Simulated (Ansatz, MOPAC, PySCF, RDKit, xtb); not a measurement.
Dimer: H2O (SMILES O) (first 3 atoms) with CHN (SMILES C#N); geometry from B3LYP-D3(BJ)/def2-TZVP, rigid monomers moved along the line of their centres of mass till H3···N5 is 3.80 Å.
(charge 0, multiplicity 1):
```xyz
6

O     -0.14302     0.06523    -0.65726
H      0.79134    -0.06066    -0.84780
H     -0.20066     0.07223     0.30791
C     -0.33442     0.08485     5.24357
N     -0.19427     0.06723     4.10796
H     -0.46615     0.10138     6.30244
```

```json
[
 {"level": "MMFF94", "interaction energy (kcal/mol)": "-1.49", "minus CCSD(T)/CBS(aug-cc-pVDZ, aug-cc-pVTZ)": "-0.35", "cost": "-"},
 {"level": "UFF", "interaction energy (kcal/mol)": "-0.09", "minus CCSD(T)/CBS(aug-cc-pVDZ, aug-cc-pVTZ)": "1.04", "cost": "-"},
 {"level": "GFN-FF", "interaction energy (kcal/mol)": "-0.94", "minus CCSD(T)/CBS(aug-cc-pVDZ, aug-cc-pVTZ)": "0.20", "cost": "-"},
 {"level": "PM3", "interaction energy (kcal/mol)": "-0.71", "minus CCSD(T)/CBS(aug-cc-pVDZ, aug-cc-pVTZ)": "0.42", "cost": "-"},
 {"level": "PM7", "interaction energy (kcal/mol)": "-2.16", "minus CCSD(T)/CBS(aug-cc-pVDZ, aug-cc-pVTZ)": "-1.03", "cost": "-"},
 {"level": "HF/STO-3G (no counterpoise)", "interaction energy (kcal/mol)": "-0.74", "minus CCSD(T)/CBS(aug-cc-pVDZ, aug-cc-pVTZ)": "0.39", "cost": "-"},
 {"level": "HF/3-21G (no counterpoise)", "interaction energy (kcal/mol)": "-1.31", "minus CCSD(T)/CBS(aug-cc-pVDZ, aug-cc-pVTZ)": "-0.18", "cost": "-"},
 {"level": "HF/6-31G*", "interaction energy (kcal/mol)": "-1.20", "minus CCSD(T)/CBS(aug-cc-pVDZ, aug-cc-pVTZ)": "-0.07", "cost": "-"},
 {"level": "HF/6-31G* (no counterpoise)", "interaction energy (kcal/mol)": "-1.26", "minus CCSD(T)/CBS(aug-cc-pVDZ, aug-cc-pVTZ)": "-0.13", "cost": "-"},
 {"level": "r2SCAN/def2-TZVPPD", "interaction energy (kcal/mol)": "-1.05", "minus CCSD(T)/CBS(aug-cc-pVDZ, aug-cc-pVTZ)": "0.08", "cost": "×1"},
 {"level": "B3LYP/3-21G (no counterpoise)", "interaction energy (kcal/mol)": "-1.11", "minus CCSD(T)/CBS(aug-cc-pVDZ, aug-cc-pVTZ)": "0.03", "cost": "-"},
 {"level": "B3LYP/6-31G*", "interaction energy (kcal/mol)": "-1.03", "minus CCSD(T)/CBS(aug-cc-pVDZ, aug-cc-pVTZ)": "0.10", "cost": "-"},
 {"level": "B3LYP/6-31G* (no counterpoise)", "interaction energy (kcal/mol)": "-1.12", "minus CCSD(T)/CBS(aug-cc-pVDZ, aug-cc-pVTZ)": "0.01", "cost": "-"},
 {"level": "B3LYP/def2-TZVPPD", "interaction energy (kcal/mol)": "-1.00", "minus CCSD(T)/CBS(aug-cc-pVDZ, aug-cc-pVTZ)": "0.13", "cost": "×1"},
 {"level": "wB97M-V/def2-TZVPPD", "interaction energy (kcal/mol)": "-1.13", "minus CCSD(T)/CBS(aug-cc-pVDZ, aug-cc-pVTZ)": "0.01", "cost": "×3"},
 {"level": "MP2/6-31G*", "interaction energy (kcal/mol)": "-1.20", "minus CCSD(T)/CBS(aug-cc-pVDZ, aug-cc-pVTZ)": "-0.07", "cost": "-"},
 {"level": "MP2/aug-cc-pVDZ", "interaction energy (kcal/mol)": "-1.17", "minus CCSD(T)/CBS(aug-cc-pVDZ, aug-cc-pVTZ)": "-0.03", "cost": "-"},
 {"level": "SCS-MP2/aug-cc-pVDZ", "interaction energy (kcal/mol)": "-1.14", "minus CCSD(T)/CBS(aug-cc-pVDZ, aug-cc-pVTZ)": "-0.01", "cost": "-"},
 {"level": "CCSD/aug-cc-pVTZ", "interaction energy (kcal/mol)": "-1.13", "minus CCSD(T)/CBS(aug-cc-pVDZ, aug-cc-pVTZ)": "0.00", "cost": "-"},
 {"level": "CCSD(T)/CBS(aug-cc-pVDZ, aug-cc-pVTZ)", "interaction energy (kcal/mol)": "-1.13", "minus CCSD(T)/CBS(aug-cc-pVDZ, aug-cc-pVTZ)": "0.00", "cost": "×300*"}
]
```

 The comparison column counts from a level with limits of its own.

The rows run from -2.16 (PM7) to -0.09 kcal/mol (UFF). The 3 functionals in def2-TZVPPD without D3 or D4 span 0.13, from wB97M-V to B3LYP.

Monomers are frozen at their geometry in the pair; levels with a basis set take the counterpoise correction. Rows marked so take none. RDKit's UFF carries no charges.

Frozen-core correlation. CBS: X⁻³ extrapolation of the correlation energy, Hartree–Fock from the larger set. Rows in 3-21G, 6-31G*, STO-3G carry no dispersion term and start afresh at each structure (6-31G* with six Cartesian d functions). MP2/6-31G* freezes PySCF's default core. The state that PM3, PM7 reach isn't checked; PM7 holds dispersion and hydrogen-bond terms.

The values were computed with Ansatz (Gaussian orbitals); MOPAC for PM3, PM7 (differences of heats of formation); PySCF for 3-21G rows, 6-31G* rows, STO-3G rows; RDKit for the force fields; xtb for the GFN methods. 

Costs are rough ratios of core time to PBE/def2-TZVPPD (about 3 s over the structures, on one shared machine); a dash marks a level with no comparable run of its own. A star marks coupled-cluster runs past 200 virtual orbitals, where the program's memory plan changes under this machine's limit, so their costs aren't comparable with smaller runs.

Ansatz is a program for electronic structure.
